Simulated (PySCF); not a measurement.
# Shapes and spin states of ZrCl2

Level of theory: PBE/[Zr def2-TZVP with ECP28, Cl def2-TZVP], scalar-relativistic core potentials, density fitting, no spin–orbit coupling, PySCF.

Relaxations began from a few typed shapes and spin states; open shells are unrestricted. The search is not exhaustive: other isomers or separated fragments can lie lower, and high-lying points may rest on an excited occupation.

```csv
spin,group,bonds,angles,imaginary modes (cm⁻¹),ΔE (kJ/mol),ΔE with ZPE (kJ/mol)
triplet,C2v,Zr–Cl 2.347 Å (×2),Cl–Zr–Cl 137.5°,none,0.0,0.0
triplet,D∞h,Zr–Cl 2.366 Å (×2),Cl–Zr–Cl 180.0°,"49i, 49i",5.7,–
broken-symmetry Ms = 0 (⟨S²⟩ 0.92),C2v,Zr–Cl 2.339 Å (×2),Cl–Zr–Cl 142.2°,none,10.6,10.7
singlet,C2v,Zr–Cl 2.300 Å (×2),Cl–Zr–Cl 124.3°,none,51.1,51.5
```

The lowest minimum found is the triplet C2v: Zr–Cl 2.347 Å (×2); Cl–Zr–Cl 137.5°.

Formally Zr is in oxidation state +2, d2, with 2 unpaired electrons (the high-spin count). The Mulliken spin on Zr is 2.08. The polar-tensor charge on Zr, 1.08, is far below the formal one.

For the lowest minimum: other spin states or occupations of the open shell can lie lower.

The electron or spin density has lower symmetry than the nuclear frame for the triplet D∞h at 5.7 kJ/mol.
